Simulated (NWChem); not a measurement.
SiIF, singlet; SMILES F[Si]I

```xyz
3

Si    -0.6704     1.5734     0.0000
F      0.7702     2.3327     0.0000
I      0.0463    -0.8117     0.0000
```
Atoms are numbered in this order, from 1.

Results from NWChem. Low-valent species are run as closed-shell singlets; no triplet was tried in these runs. The geometry was optimised at PBE0/def2-SVP. def2 effective core potentials on I; no spin-orbit coupling. Vertical excitations in the gas phase; the lowest state need not have the same character in each row.

Problem. Order these by “lowest excitation, singlet (eV)”, lowest first: BHandHLYP/def2-SVPD, full TDDFT; B3LYP/def2-SVPD, full TDDFT; PBE0/def2-SVPD, full TDDFT; PBE/def2-SVPD, full TDDFT.

Solution. PBE/def2-SVPD, full TDDFT (3.17), B3LYP/def2-SVPD, full TDDFT (3.43), PBE0/def2-SVPD, full TDDFT (3.50), BHandHLYP/def2-SVPD, full TDDFT (3.66)
